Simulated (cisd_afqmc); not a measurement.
Input (AFQMC/CISD/def2-QZVPP; cisd_afqmc is a phaseless AFQMC code with CISD trial states that reads the integrals written by Ansatz): A basis named .json is the Basis Set Exchange file of that set.

Ansatz 0.2 input:
```python
import cisd_afqmc

open("ham.yaml", "w").write("""\
crystal:
  periodic: [false, false, false]
  atoms:
    - {symbol: Pt, position_ang: [0.00000000, 0.00000000, 0.00000000]}
basis:
  gaussian:
    orbitals: def2-QZVPP.json
magnetization: {spin_polarized: true, initial_magnetization: 2}
correlation: {method: ccsd, electrons: outside_noble_gas, hamiltonian_folder: ham}
scf: {lower_state_search: full}
""")
rep = cisd_afqmc.ansatz("ham.yaml")
e_ccsd = rep["correlation"]["coupled_cluster"]["energy"]["hartree"]
out = cisd_afqmc.run("ham", e_ccsd, trial="CISD", walkers=100, populations=8, threads=8, dt=0.005, steps=40, early=36, settle=10, least=32,
    cut=5e-5, rank_cut=2e-4, target=0.0004, seconds=1500, seed=1, memory=17280, gpu=False)
```

Output:

```
orbitals 84, occupied [6, 4], factors 436 of 587, rank of the doubles 473 of 788
E(HF) = -118.400258
E(CCSD) on the cut factors = -118.703507, shift to the whole factors -0.000002
Energy of the trial state on the determinant = -118.703519
  tau behind 10.8 of longer steps, mean of the populations' last blocks
   2.0  -118.71749
   4.0  -118.71808
   6.0  -118.71704
   8.0  -118.71570
blocks 484 (3 outliers left out), error by blocks joined: 1: 0.00022, 2: 0.00025, 4: 0.00030, 8: 0.00032, 16: 0.00039
E(AFQMC/CISD) = -118.71719 +/- 0.00039
```

The error still grows at the longest joins of blocks, or few joins were possible, so the printed bar may be too narrow.
